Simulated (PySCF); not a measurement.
Bonds: Si1-C2, Si1-Si6, Si1-Si10, Si1-Si14. C2 carries H3, H4, H5; Si6 carries H7, H8, H9; Si10 carries H11, H12, H13; Si14 carries H15, H16, H17.

No solvent, one computed conformer, relativity neglected, averaged over atoms made equivalent by symmetry, fast rotation or ring inversion. Shieldings: GIAO B3LYP/pcSseg-1; geometry from PBE0-D3(BJ)/def2-SVP; PySCF 2.14.0 with density-fitted response routines.

Scale: TMS for ¹³C, ¹H, ²⁹Si (reference shieldings calculated alike).

```tsv
atoms	nucleus	count	δ (ppm)
Si6/Si10/Si14	²⁹Si	3	?
C2	¹³C	1	?
Si1	²⁹Si	1	-86.0
H7/H8/H9/H11/H12/H13/H15/H16/H17	¹H	9	3.55
H3/H4/H5	¹H	3	0.45
```

Task: Estimate the values marked ?.

Result: 
- C2: -7.4 ppm, carbon bonded to Si, 3 H
- Si6/Si10/Si14: -99.4 ppm, silicon bonded to Si, 3 H

Shifts are as computed. Against solution values, carbons near 30 ppm lie about +2 ppm off and those near 130 ppm about +6 ppm. Of 1211 compounds with measured shifts, 218 miss one by over three times the rms of a fit or turn the order of signals round; such compounds aren't used in these exercises.
